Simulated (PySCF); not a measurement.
C$_{5}$H$_{9}$Cl, singlet, geometry from GFN2-xTB; DF-B3LYP/def2-TZVPPD (PySCF).

Input for PySCF:
```python
from pyscf import gto, scf, dft

mol = gto.M(
    atom='''
C    -3.137915    0.175237    0.041064
C    -1.889130   -0.646388   -0.250932
C    -0.709130    0.248440   -0.644721
C     0.504758   -0.562710   -0.952946
C     1.668032   -0.502530   -0.328013
Cl    2.000248    0.575626    0.976883
H    -2.953571    0.873062    0.854785
H    -3.435514    0.744457   -0.837105
H    -3.963122   -0.473239    0.325730
H    -2.095347   -1.350776   -1.060015
H    -1.616798   -1.225604    0.633773
H    -0.494393    0.947658    0.163816
H    -0.984853    0.825339   -1.532293
H     0.405291   -1.279517   -1.757025
H     2.514410   -1.119324   -0.585400
''',
    basis='def2-tzvppd',
    charge=0,
    spin=0,
    verbose=4,
    max_memory=1800,
)

mf = dft.RKS(mol)
mf.xc = 'b3lyp'
mf = mf.density_fit(auxbasis='def2-universal-jkfit')
mf.kernel()
```

The log (banner, timings and long lists left out):

```
PySCF version 2.14.0

[INPUT] verbose = 4
[INPUT] num. atoms = 15
[INPUT] num. electrons = 56
[INPUT] charge = 0
[INPUT] spin (= nelec alpha-beta = 2S) = 0
[INPUT] symmetry False subgroup None
[INPUT] Mole.unit = angstrom
[INPUT] Symbol           X                Y                Z      unit          X                Y                Z       unit  Magmom
[INPUT]  1 C     -3.137915000000   0.175237000000   0.041064000000 AA   -5.929799952165   0.331149936890   0.077599713579 Bohr   0.0
[INPUT]  2 C     -1.889130000000  -0.646388000000  -0.250932000000 AA   -3.569938313700  -1.221496290205  -0.474192755889 Bohr   0.0
[INPUT]  3 C     -0.709130000000   0.248440000000  -0.644721000000 AA   -1.340061486713   0.469483558387  -1.218346116756 Bohr   0.0
[INPUT]  4 C      0.504758000000  -0.562710000000  -0.952946000000 AA    0.953854379183  -1.063367787554  -1.800806951500 Bohr   0.0
[INPUT]  5 C      1.668032000000  -0.502530000000  -0.328013000000 AA    3.152123647011  -0.949644069378  -0.619854735297 Bohr   0.0
[INPUT]  6 Cl     2.000248000000   0.575626000000   0.976883000000 AA    3.779920901209   1.087775490179   1.846041325743 Bohr   0.0
[INPUT]  7 H     -2.953571000000   0.873062000000   0.854785000000 AA   -5.581440279458   1.649848069765   1.615309545386 Bohr   0.0
[INPUT]  8 H     -3.435514000000   0.744457000000  -0.837105000000 AA   -6.492180557109   1.406819841515  -1.581899187504 Bohr   0.0
[INPUT]  9 H     -3.963122000000  -0.473239000000   0.325730000000 AA   -7.489215178239  -0.894292101463   0.615540490555 Bohr   0.0
[INPUT] 10 H     -2.095347000000  -1.350776000000  -1.060015000000 AA   -3.959631965929  -2.552596695635  -2.003138037931 Bohr   0.0
[INPUT] 11 H     -1.616798000000  -1.225604000000   0.633773000000 AA   -3.055305418745  -2.316055897171   1.197657395144 Bohr   0.0
[INPUT] 12 H     -0.494393000000   0.947658000000   0.163816000000 AA   -0.934267367902   1.790814079753   0.309567374822 Bohr   0.0
[INPUT] 13 H     -0.984853000000   0.825339000000  -1.532293000000 AA   -1.861102442956   1.559664669922  -2.895614112588 Bohr   0.0
[INPUT] 14 H      0.405291000000  -1.279517000000  -1.757025000000 AA    0.765888990751  -2.417936701725  -3.320296044014 Bohr   0.0
[INPUT] 15 H      2.514410000000  -1.119324000000  -0.585400000000 AA    4.751546264868  -2.115215804653  -1.106245673320 Bohr   0.0

nuclear repulsion = 274.635039150659
number of shells = 145
number of NR pGTOs = 503
number of NR cGTOs = 389
basis = def2-tzvppd
ecp = {}

******** <class 'pyscf.df.df_jk.DFRKS'> ********
method = DFRKS
initial guess = minao
damping factor = 0
level_shift factor = 0
DIIS = <class 'pyscf.scf.diis.CDIIS'>
diis_start_cycle = 1
diis_space = 8
diis_damp = 0
SCF conv_tol = 1e-09
SCF conv_tol_grad = None
SCF max_cycles = 50
direct_scf = False
XC library pyscf.dft.libxc version 7.1.2
    S. Lehtola, C. Steigemann, M. J. T. Oliveira, and M. A. L. Marques,  SoftwareX 7, 1–5 (2018)
XC functionals = b3lyp
    P. J. Stephens, F. J. Devlin, C. F. Chabalowski, and M. J. Frisch,  J. Phys. Chem. 98, 11623 (1994)
radial grids:
    Treutler-Ahlrichs [JCP 102, 346 (1995); DOI:10.1063/1.469408] (M4) radial grids

becke partition: Becke, JCP 88, 2547 (1988); DOI:10.1063/1.454033
pruning grids: <function nwchem_prune>
grids dens level: 3
symmetrized grids: False
atomic radii adjust function: <function treutler_atomic_radii_adjust>
small_rho_cutoff = 0
Set gradient conv threshold to 3.16228e-05
Initial guess from minao.
tot grids = 177744
******** <class 'pyscf.df.df.DF'> ********
auxbasis = def2-universal-jkfit
init E= -656.690836662933
  HOMO = -0.286181467038375  LUMO = -0.0688892240860106  gap/eV = 5.91282
cycle= 1 E= -656.191173166146  delta_E=  0.5  |g|= 0.451  |ddm|= 3.62
  HOMO = -0.21405792393378  LUMO = 0.0116855756312883  gap/eV = 6.14279
cycle= 2 E= -656.161009860459  delta_E= 0.0302  |g|= 0.564  |ddm|= 1.53
  HOMO = -0.249190781064701  LUMO = -0.00477028198147181  gap/eV = 6.65102
cycle= 3 E= -656.242062959626  delta_E= -0.0811  |g|= 0.107  |ddm|= 0.691
  HOMO = -0.256345494380941  LUMO = -0.0087274012399105  gap/eV = 6.73803
cycle= 4 E= -656.244496514174  delta_E= -0.00243  |g|= 0.0517  |ddm|= 0.176
  HOMO = -0.255107226106251  LUMO = -0.00737402412080868  gap/eV = 6.74116
cycle= 5 E= -656.245116999886  delta_E= -0.00062  |g|= 0.011  |ddm|= 0.0588
  HOMO = -0.254468037490572  LUMO = -0.00705121479983299  gap/eV = 6.73255
cycle= 6 E= -656.245143261106  delta_E= -2.63e-05  |g|= 0.00235  |ddm|= 0.0172
  HOMO = -0.254532539543991  LUMO = -0.00703248620690635  gap/eV = 6.73482
cycle= 7 E= -656.245144198303  delta_E= -9.37e-07  |g|= 0.00068  |ddm|= 0.00394
  HOMO = -0.254551238401437  LUMO = -0.00706017111853932  gap/eV = 6.73457
cycle= 8 E= -656.245144303149  delta_E= -1.05e-07  |g|= 0.000137  |ddm|= 0.000884
  HOMO = -0.254534765812263  LUMO = -0.00704296308509057  gap/eV = 6.73459
cycle= 9 E= -656.245144307126  delta_E= -3.98e-09  |g|= 5.24e-05  |ddm|= 0.00027
  HOMO = -0.254540473546943  LUMO = -0.0070481980257036  gap/eV = 6.73461
cycle= 10 E= -656.245144307729  delta_E= -6.02e-10  |g|= 1.26e-05  |ddm|= 8.42e-05
  HOMO = -0.25453930463317  LUMO = -0.00704636618197437  gap/eV = 6.73463
Extra cycle  E= -656.245144307689  delta_E= 4e-11  |g|= 1.81e-05  |ddm|= 3.77e-05
converged SCF energy = -656.245144307689
```
